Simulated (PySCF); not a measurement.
Spinor energies of Sc⁸⁺ (scandium, charge +8)

Start: [Ne] 3s2 3p1; 3p1/2 filled at m_j = +1/2. Calculated with PySCF 2.14 in an even-tempered Gaussian basis (20 s from 0.43 bohr⁻², ratio 2.4; 13 p from 0.56 bohr⁻², ratio 2.4; 5 d from 2.6 bohr⁻², ratio 2.6; 4 f from 4 bohr⁻², ratio 2.6): generalised Hartree-Fock with the X2C-1e Hamiltonian and a Gaussian nucleus; one run each with spin-orbit coupling (SO) switched off, then screened by Boettger's factors.

| spinor shell | electrons | ε, spin-free (eV) | ε, screened SO (eV) | weight of nominal j (screened SO) | rms radius, screened SO (bohr) |
| --- | --- | --- | --- | --- | --- |
| 1s1/2 | 2 | -4713.6 | -4713.5 | 1.000 | 0.0844 |
| 2s1/2 | 2 | -688.93 | -688.86 | 1.000 | 0.367 |
| 2p1/2 | 2 | -591.87 | -595.89 | 0.999 | 0.335 |
| 2p3/2 | 4 | -591.87 | -589.78 | 0.999 | 0.338 |
| 3s1/2 | 2 | -200.82 | -200.78 | 0.999 | 1.01 |
| 3p1/2 | 1 | -179.87 | -180.34 | 0.988 | 1.04 |

| quantity | spin-free | screened SO |
| --- | --- | --- |
| E (hartree) | -740.98843 | -741.01077 |
| M_J | 1/2 | 1/2 |
| ⟨J²⟩ | 1.070 | 0.793 |
| ⟨L²⟩ | 2.018 | 2.017 |
| ⟨S²⟩ | 0.756 | 0.756 |

Each row is a mean over spinors that exchange with the open shell spreads, by up to 3.006 eV (2p1/2).

Without spin-orbit coupling the j labels of p, d and f shells carry no meaning; the spin-free column gives the mean over the occupied spinors of each nl shell, and its ⟨J²⟩ belongs to a mixture of degenerate components.
